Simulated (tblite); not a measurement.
C7H11NOSi.
Structure used (GFN2-xTB), in Å, numbered top down from 1:
```xyz
21
C7H11NOSi angstrom
N     -0.3628   -0.8563    2.8113
C      0.1492   -0.6810    1.8021
C      0.7896   -0.4510    0.5452
Si     2.2051    0.8586    0.8460
C      1.5260   -1.6631    0.0853
O      1.7710   -1.9207   -1.0624
C     -0.1865    0.0639   -0.5133
C     -1.4661   -0.7650   -0.7375
C     -2.2839    0.5347   -0.7171
C     -1.0590    1.2788   -0.1615
H      2.8049    1.1014   -0.4606
H      3.1562    0.2879    1.7958
H      1.5516    2.0431    1.3920
H      1.8816   -2.3122    0.9097
H      0.3637    0.2032   -1.4456
H     -1.4985   -1.3487   -1.6546
H     -1.6939   -1.4159    0.1057
H     -3.1658    0.5308   -0.0816
H     -2.5647    0.8706   -1.7128
H     -0.7971    2.2160   -0.6493
H     -1.1297    1.4420    0.9131
```

Level: GFN2-xTB in tblite, geometry and Hessian alike; calculated harmonic values, unscaled, isolated species. Against measured fundamentals such values can be off by several per cent, at times by over 20. Modes of hydrogen on silicon can be 10 to 20 % off. One conformer, not necessarily the lowest.

Harmonic wavenumbers (cm⁻¹): 53.3, 73.7, 88.2, 113.4, 120.1, 135.8, 151.2, 186.3, 228.6, 336.8, 348.6, 448.4, 528.8, 531.9, 546.4, 586.8, 617.9, 730.2, 751.5, 757.0, 772.4, 800.3, 825.1, 858.5, 948.5, 991.0, 995.7, 1032.8, 1055.5, 1088.3, 1091.4, 1147.4, 1184.7, 1196.4, 1212.0, 1235.0, 1254.8, 1258.3, 1261.0, 1319.0, 1384.6, 1471.4, 1473.6, 1492.1, 1750.6, 2315.5, 2326.1, 2335.8, 2384.4, 2754.6, 2969.9, 2997.9, 3002.9, 3008.4, 3019.3, 3025.8, 3027.1.

A = 1396, B = 947.6, C = 868.6 MHz; mass 153.061 u (most abundant isotopes); point group C1, symmetry number 1.

Question: What is the zero-point energy?

Answer: ½Σν̃ = 34802 cm⁻¹ = 99.50 kcal/mol.

Question: What is S at 273.15 K and 1 bar for an ideal gas of classical rigid rotors and harmonic oscillators?

Answer: Translation 40.58, rotation 29.75, vibration 33.72: S = 104.0 cal/(mol K).

Question: And Cp and H(273.15 K) − H(0)?

Answer: Cp = 41.64 cal/(mol K), of which vibrations give 33.69 (their classical limit is 57 R = 113.3); H(273.15 K) − H(0) = 7.00 kcal/mol without the zero-point energy, 4.82 from vibrations.

Question: Blend soft modes into free rotors: weight 1/[1 + (100 cm⁻¹/ν̃)⁴] for the oscillator and the rest for a rotor with moment μB/(μ + B), μ = h/(8π²ν), B = 10⁻⁴⁴ kg m². What vibrational entropy results?

Answer: 31.34 cal/(mol K) in place of 33.72, which changes −T·S at 273.15 K by +0.65 kcal/mol.

Question: How do the functions run with temperature in this model?

Answer: 
```
T (K)  S (cal/(mol K))  Cp (cal/(mol K))  H − H(0) (kcal/mol)  G − H(0) (kcal/mol)  ln q(vib)
  100             73.7              22.4                 1.49                -5.88       2.19
  200             92.5              33.1                 4.26               -14.23       5.66
  300            108.1              44.8                 8.16               -24.27       8.95
  500            136.1              65.4                19.29               -48.75      15.26
  800            171.5              84.9                42.10               -95.07      24.11
 1000            191.4              93.3                59.97              -131.39      29.54
```

q(vib) and H(0) count from the zero-point level.

Question: What must be added to the electronic energy to get the Gibbs energy at 273.15 K and 1 bar?

Answer: ZPE + [H(273.15 K) − H(0)] − T·S = 99.50 + 7.00 − 28.42 = 78.08 kcal/mol.

Question: Which modes carry the vibrational entropy at 273.15 K?

Answer: 53.3 cm⁻¹: 4.52; 73.7 cm⁻¹: 3.88; 88.2 cm⁻¹: 3.53; 113.4 cm⁻¹: 3.04; 120.1 cm⁻¹: 2.93; 135.8 cm⁻¹: 2.69 cal/(mol K); the other 51 give 13.12 together.

Hindered rotation and anharmonicity are outside this model. Other conformers, if any are populated, would add a mixing term that is left out. The structure is chiral; the term R ln 2 for an equal mix with its mirror image is left out.
